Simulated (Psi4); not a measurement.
COS, triplet, at a GFN2-xTB geometry (a higher spin typed on purpose: for a closed-shell molecule this is an excited state); MP2/6-31G* in Psi4.

The Psi4 input:
```
memory 2 GB

molecule mol {
0 3
O    -1.610389   -0.057345   -0.066145
C    -0.586741    0.488259    0.142883
S     1.025223   -0.154424   -0.020508
}

set {
  basis 6-31g*
  reference uhf
  freeze_core true
  mp2_type conv
  scf_type pk
  puream true
  d_convergence 1e-8
}

energy('mp2')
print_variables()
```

Output, abridged:

```
   => Loading Basis Set <=

    Name: 6-31G*
    Role: ORBITAL
    Keyword: BASIS

         ---------------------------------------------------------
                                   SCF
               by Justin Turney, Rob Parrish, Andy Simmonett
                          and Daniel G. A. Smith
                              UHF Reference
         ---------------------------------------------------------

  ==> Geometry <==

    Molecular point group: cs
    Full point group: Cs

    Geometry (in Angstrom), charge = 0, multiplicity = 3:

       Center              X                  Y                   Z               Mass
    ------------   -----------------  -----------------  -----------------  -----------------
         O           -0.075180316983     1.610676358035     0.000000000000    15.994914619570
         C            0.508393938939     0.586629120194     0.000000000000    12.000000000000
         S           -0.153203228197    -1.025963569577     0.000000000000    31.972071174400

  Running in cs symmetry.

  Rotational constants: A =      5.02183  B =      0.21108  C =      0.20256 [cm^-1]
  Rotational constants: A = 150550.61212  B =   6327.97642  C =   6072.72626 [MHz]
  Nuclear repulsion =   76.374089754319016

  Charge       = 0
  Multiplicity = 3
  Electrons    = 30
  Nalpha       = 16
  Nbeta        = 14

  ==> Algorithm <==

  SCF Algorithm Type is PK.
  DIIS enabled.
  MOM disabled.
  Fractional occupation disabled.
  Guess Type is SAD.
  Energy threshold   = 1.00e-08
  Density threshold  = 1.00e-08
  Integral threshold = 1.00e-12

  ==> Primary Basis <==

  Basis Set: 6-31G*
    Blend: 6-31G*
    Number of shells: 20
    Number of basis functions: 46
    Number of Cartesian functions: 49
    Spherical Harmonics?: true
    Max angular momentum: 2

  ==> Integral Setup <==

  Using in-core PK algorithm.
   Calculation information:
      Number of atoms:                   3
      Number of AO shells:              20
      Number of primitives:             57
      Number of atomic orbitals:        49
      Number of basis functions:        46

      Integral cutoff                 1.00e-12
      Number of threads:                 1

  Performing in-core PK
  Using 1169642 doubles for integral storage.
  We computed 21060 shell quartets total.
  Whereas there are 22155 unique shell quartets.

  ==> DiskJK: Disk-Based J/K Matrices <==

    J tasked:                  Yes
    K tasked:                  Yes
[...]
  @UHF Final Energy:  -510.16969381304500
    Total Energy =                       -510.1696938130450008
  DIE_IF_NOT_CONVERGED          => (empty)
[...]
  WFN_TYPE                      => OMP2            !
  WRITER_FILE_LABEL             => (empty)
  ZORA_BASIS_TOLERANCE          => (empty)
  ZORA_NR_DEBUG                 => (empty)
  ZORA_PRUNING_SCHEME           => (empty)
  ZORA_RADIAL_POINTS            => (empty)
  ZORA_SPHERICAL_POINTS         => (empty)

 ==============================================================================
 ==============================================================================
 ==============================================================================

                             MP2
                    Program Written by Ugur Bozkaya,
              Additional Contributions by J. P. Misiewicz

 ==============================================================================
 ==============================================================================
 ==============================================================================

	MO spaces per irreps...

	IRREP   FC   AOCC  BOCC  AVIR    BVIR  FV
	==========================================
	  A'     6     7     5    20     22     0
	  A"     1     2     2    10     10     0
	==========================================

	Computing MP2 energy using SCF MOs (Canonical MP2)...
	==============================================================================
	Nuclear Repulsion Energy (a.u.)    :    76.37408975431902
	SCF Energy (a.u.)                  :  -510.16969381304500
	REF Energy (a.u.)                  :  -510.16969381304500
	Alpha-Alpha Contribution (a.u.)    :    -0.05626960015374
	Alpha-Beta Contribution (a.u.)     :    -0.27454395849849
	Beta-Beta Contribution (a.u.)      :    -0.04819288791365
	Scaled_SS Correlation Energy (a.u.):    -0.03482082935579
	Scaled_OS Correlation Energy (a.u.):    -0.32945275019819
	SCS-MP2 Total Energy (a.u.)        :  -510.53396739259898
	SOS-MP2 Total Energy (a.u.)        :  -510.49914656324319
	SCSN-MP2 Total Energy (a.u.)       :  -510.35354779204357
	SCS-MP2-VDW Total Energy (a.u.)    :  -510.57334132395675
	SOS-PI-MP2 Total Energy (a.u.)     :  -510.55405535494288
	MP2 Correlation Energy (a.u.)      :    -0.37900644656588
	MP2 Total Energy (a.u.)            :  -510.54870025961088
	==============================================================================

  Variable Map:
  ----------------------------------------------------------------------------
[...]
  Array Variable Map:
  ----------------------------------------------------------------------------
[...]
[...]
```
